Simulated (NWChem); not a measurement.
System: C$_{2}$H$_{5}$FSi$_{2}$; SMILES C#C[Si@@H](F)[SiH3]

NWChem input:

```
start job
memory heap 200 mb stack 900 mb global 1100 mb
geometry units angstroms noautosym nocenter noautoz
  C      1.091831    -2.596009     0.252582
  C      0.414606    -1.622499    -0.022936
  Si    -0.533955    -0.111604    -0.428618
  F     -1.908970    -0.102309     0.446965
  Si     0.729956     1.779931     0.133752
  H      1.684988    -3.460755     0.494892
  H     -0.919271    -0.153799    -1.866693
  H     -0.037590     3.026203    -0.168208
  H      1.069930     1.745110     1.587605
  H      1.989815     1.773608    -0.671296
end
basis spherical
  C library 6-31g*
  Si library 6-31g*
  F library 6-31g*
  H library 6-31g*
end
dft
  xc b3lyp
  iterations 150
end
cosmo
  do_cosmo_smd true
  solvent ether
end
task dft energy
```

Geometry: optimised at PBE0/def2-SVP. Solvent: diethyl ether.

Level: B3LYP/6-31G* with SMD (1 M gas to 1 M solution), gas-phase geometry. Reactions with the solvent are ignored.

**Question.** What results follow from this input? (B3LYP/6-31G* (spherical d), SMD on the gas-phase geometry.) Quantities: solvation free energy (kcal/mol); cavity-dispersion-structure term (kcal/mol); dipole in solution (D).

**Answer.** 
- solvation free energy (kcal/mol): -2.0
- cavity-dispersion-structure term (kcal/mol): 1.0
- dipole in solution (D): 2.05
